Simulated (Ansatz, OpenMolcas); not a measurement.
AsH3 (arsine): methods side by side

AsH3 has 4 atoms, charge 0, and is taken as a singlet. SMILES: `[AsH3]`. The coordinates come from a PBE0-D4/def2-TZVP relaxation.

```xyz
4

As   -0.2158    0.4876   -0.3460
H     0.3499    0.6303    1.0594
H    -1.0680   -0.7055    0.0611
H     0.9339   -0.4125   -0.7745
```

Each level gives the vertical ionisation energy (to the doublet cation) (eV). The values are calculated.

```json
{"level": "HF/cc-pVTZ", "kind": "Hartree–Fock", "program": "OpenMolcas", "value (eV)": "9.42", "less CCSD(T)/cc-pVTZ": "-0.98", "CPU time (all runs)": "12 s"}
{"level": "BLYP/cc-pVTZ", "kind": "GGA", "program": "Ansatz", "value (eV)": "10.36", "less CCSD(T)/cc-pVTZ": "-0.04", "CPU time (all runs)": "10 s"}
{"level": "revPBE/cc-pVTZ", "kind": "GGA", "program": "OpenMolcas", "value (eV)": "10.33", "less CCSD(T)/cc-pVTZ": "-0.07", "CPU time (all runs)": "48 s"}
{"level": "HSE06/cc-pVTZ", "kind": "range-separated hybrid", "program": "Ansatz", "value (eV)": "10.39", "less CCSD(T)/cc-pVTZ": "-0.01", "CPU time (all runs)": "13 s"}
{"level": "wB97M-V/cc-pVTZ", "kind": "range-separated hybrid", "program": "Ansatz", "value (eV)": "10.40", "less CCSD(T)/cc-pVTZ": "0.00", "CPU time (all runs)": "69 s"}
{"level": "PBE-QIDH/cc-pVTZ", "kind": "double hybrid", "program": "Ansatz", "value (eV)": "10.42", "less CCSD(T)/cc-pVTZ": "+0.02", "CPU time (all runs)": "14 s"}
{"level": "CCSD(T)/cc-pVTZ", "kind": "coupled cluster or CI", "program": "Ansatz", "value (eV)": "10.40", "less CCSD(T)/cc-pVTZ": "0.00", "CPU time (all runs)": "57 s"}
{"level": "CCSD/cc-pVTZ", "kind": "coupled cluster or CI", "program": "Ansatz", "value (eV)": "10.36", "less CCSD(T)/cc-pVTZ": "-0.04", "CPU time (all runs)": "46 s"}
{"level": "FCI/STO-3G", "kind": "exact in the basis", "program": "Ansatz", "value (eV)": "7.40", "less CCSD(T)/cc-pVTZ": "-3.00", "CPU time (all runs)": "0.79 s"}
```

CCSD(T)/cc-pVTZ is the highest level here, not the true value. All-electron rows without a relativistic Hamiltonian named are non-relativistic. The values span 7.40 to 10.42 eV. High-level rows in very small sets aren't better than simpler rows in larger ones. In the correlated wave-function rows the outer d shell of As is correlated, in sets not made for it. Times are those of the runs behind each value, whatever else they computed, on shared processors of several kinds: orders of magnitude only.
